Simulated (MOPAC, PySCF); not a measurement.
H3ClSi, SMILES `[SiH3]Cl`, neutral singlet in the gas phase. 

Cartesian coordinates (Å):
```xyz
5

Si    -0.1284     0.0050     0.0057
Cl     1.9218    -0.0747    -0.0855
H     -0.6795    -0.7143    -1.1653
H     -0.5453     1.4256    -0.0178
H     -0.5686    -0.6416     1.2629
```
Charge 0, spin multiplicity 1.

All levels are single points at this geometry (PBE0-D4/def2-TZVP); Pople sets use spherical d functions. Orbital energies aren't observables, and empty levels follow the basis.

HF/STO-3G in PySCF gives HOMO (eV) = -10.15.

Problem. Estimate the HOMO (eV) from each of these levels: PBE0-D4/def2-TZVP in PySCF; B3LYP/6-311+G** in PySCF; B3LYP/6-31G* in PySCF; PBE/6-31G* in PySCF; SVWN5/6-31G* in PySCF; PM3 in MOPAC; PM6 in MOPAC; PM7 in MOPAC.

Solution. 
```
level                       HOMO (eV)
--------------------------  ---------
PBE0-D4/def2-TZVP in PySCF      -9.03
B3LYP/6-311+G** in PySCF        -8.80
B3LYP/6-31G* in PySCF           -8.66
PBE/6-31G* in PySCF             -7.55
SVWN5/6-31G* in PySCF           -7.60
PM3 in MOPAC                   -10.23
PM6 in MOPAC                   -11.11
PM7 in MOPAC                   -11.54
```
